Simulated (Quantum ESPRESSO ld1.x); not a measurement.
The numbers below are computed, except where a source is named.
Li, configuration 1s1.75 2s1 3s0.25 (fractional occupations, a model configuration).

Code: ld1.x of Quantum ESPRESSO 7.5. Model: non-relativistic Kohn-Sham, Wu-Cohen GGA, spin-unpolarised, spherical densities, point nucleus; without spin polarisation the odd electron is poorly described.

Energy parts (eV):
part                   energy
total                 -188.03
kinetic                186.84
electron-nucleus      -425.40
Hartree                 92.81
exchange-correlation   -42.28

Orbitals (lengths in bohr, moments of r in powers of bohr):
| orbital | occ. | eigenvalue (eV) | <r> | <r^2> |
|---|---|---|---|---|
| 1s | 1.75 | -58.901 | 0.5646 | 0.4354 |
| 2s | 1 | -4.133 | 3.435 | 13.96 |
| 3s | 0.25 | -0.621 | 12.74 | 181.4 |

The highest occupied level is 3s at -0.621 eV. The density falls to 0.001 e/bohr^3 at r = 4.08 bohr.
